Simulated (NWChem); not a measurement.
**Which level was it?**

The species is GaSiH7O (10 atoms), meant as a singlet with charge 0. As SMILES, `[SiH3][OH+][GaH3-]`. The shape is that of a PBE0-D4/def2-TZVP optimisation.

| atom | x (Å) | y (Å) | z (Å) |
| --- | --- | --- | --- |
| Si | -0.4847 | 0.6801 | -1.2893 |
| O | -0.7722 | -0.2337 | 0.0975 |
| Ga | 0.8821 | -0.5510 | 1.4752 |
| H | -1.7671 | 0.7400 | -2.0350 |
| H | 0.5560 | 0.0407 | -2.1249 |
| H | -0.0696 | 2.0132 | -0.8145 |
| H | -1.3239 | -1.0148 | 0.0101 |
| H | 0.3066 | 0.1466 | 2.7603 |
| H | 1.8856 | 0.2535 | 0.5526 |
| H | 0.8703 | -2.1256 | 1.3709 |

Orbital energies are those of the mean-field step.

A calculation with NWChem 7.3.0 gave:

| Quantity | Value |
| --- | --- |
| total energy | -2291.3563 Eh |
| HOMO energy | -10.75 eV |
| LUMO energy | 2.29 eV |
| HOMO–LUMO gap | 13.04 eV |

Problem. Which of these levels gave the numbers?
A. PBE0/6-31G* (spherical functions)
B. CCSD(T)/6-31G* (spherical functions)
C. PBE/6-31G* (spherical functions)
D. M06-2X/6-31G* (spherical functions)

Solution. B. The others give -2293.0092 Eh (PBE0/6-31G* (spherical functions)), -2292.9282 Eh (PBE/6-31G* (spherical functions)), -2293.4020 Eh (M06-2X/6-31G* (spherical functions)).
